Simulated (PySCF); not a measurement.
In vacuum, a single conformation, rapidly exchanging positions averaged, relativity neglected. Coordinates at the GFN2-xTB level; NMR shieldings at PBE0/pcSseg-1/GIAO; PySCF.

Shifts are taken against calculated references (same method and geometry level): $^{1}$H (31.72 ppm), $^{13}$C (186.93 ppm) vs TMS. Shifts are as computed. Against solution values, carbons near 30 ppm lie about +3 ppm off and those near 130 ppm about +5 ppm. Of 1211 compounds with measured shifts, 218 miss one by over three times the rms of a fit or turn the order of signals round; such compounds aren't used in these exercises. OH and NH positions are gas-phase values without hydrogen bonding to other molecules.

(1) Order these molecules by the shift of their most shielded carbon, lowest δ first.
A. C=PCC(C)=O
B. C=C1C=C(C(F)(F)F)/C1=C/OC
C. CC(C)[P@](=O)(O)C(F)(F)F
D. CC(=O)c1cncpc1

(2) Order these molecules by the shift of their most shielded carbon-bound hydrogen, lowest δ first.
A. C=PCC(C)=O
B. CC(C)[P@](=O)(O)C(F)(F)F
C. CC(=O)c1cncpc1
D. C=C1C=C(C(F)(F)F)/C1=C/OC

(3) How many $^{13}$C and $^{1}$H signals does each give (equivalence by symmetry and fast rotation, but not about amide C–N or C=N bonds)? `C=C1C=C(C(F)(F)F)/C1=C\OC`, `C=PCC(C)=O`, `C=C1C=C(C(F)(F)F)/C1=C/OC`, `CC(C)[P@](=O)(O)C(F)(F)F`, `CC(=O)c1cncpc1`

## Answers

(1) C (14.1 ppm, methyl carbon), D (28.3 ppm, methyl carbon α to a carbonyl), A (35.1 ppm, methyl carbon α to a carbonyl), B (61.1 ppm, methyl carbon bonded to O).

(2) B (1.32 ppm, hydrogen on a methyl carbon), A (2.14 ppm, hydrogen on a methyl carbon α to a carbonyl), C (2.76 ppm, hydrogen on a methyl carbon α to a carbonyl), D (3.86 ppm, hydrogen on a methyl carbon bonded to O).

(3) C=C1C=C(C(F)(F)F)/C1=C\OC: 8 C, 5 H; C=PCC(C)=O: 4 C, 4 H; C=C1C=C(C(F)(F)F)/C1=C/OC: 8 C, 5 H; CC(C)[P@](=O)(O)C(F)(F)F: 4 C, 4 H; CC(=O)c1cncpc1: 6 C, 4 H.
